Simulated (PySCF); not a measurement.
Species: H4O2SiTe.
Structure used (PBE0-D3(BJ)/def2-SVP), in Å, numbered top down from 1:
```xyz
8
H4O2SiTe angstrom
O     -0.9763   -1.1165   -0.4603
Si    -0.1217    0.1482    0.1797
O     -0.4597    1.6363   -0.4605
Te     2.3229   -0.2496   -0.2503
H     -0.6541   -1.4757   -1.2930
H     -0.4975    0.2314    1.6044
H     -0.2256    1.7941   -1.3800
H      2.1480   -1.8777    0.0494
```

Method: PBE0-D3(BJ)/def2-SVP geometry optimisation, gas phase, def2 core potentials past Kr in PySCF 2.14.0.

(1) Which atoms are bound to Te4, and at what distances?

(2) What is the shape at Te4?

(3) What are the other bond lengths?

(4) Give some angles away from the centre.

(5) What are the rotational constants (commonest isotopes, rigid rotor)?

## Answers

(1) 2 atoms: H8 1.665 Å, Si2 2.514 Å. The nearest atom not counted as bound is O3, at 3.37 Å.

(2) Bent: angle 91.3°.

(3) O1–Si2, Si2–O3 1.655 Å; O1–H5, O3–H7 0.962 Å; Si2–H6 1.476 Å.

(4) O1–Si2–O3 115.6°, O1–Si2–Te4 108.4°, O3–Si2–Te4 105.9°.

(5) A = 6074, B = 1437, C = 1232 MHz: a near-prolate asymmetric top.

Charge 0, singlet. Stationary, but not proved a minimum.

One conformer stands for the species.
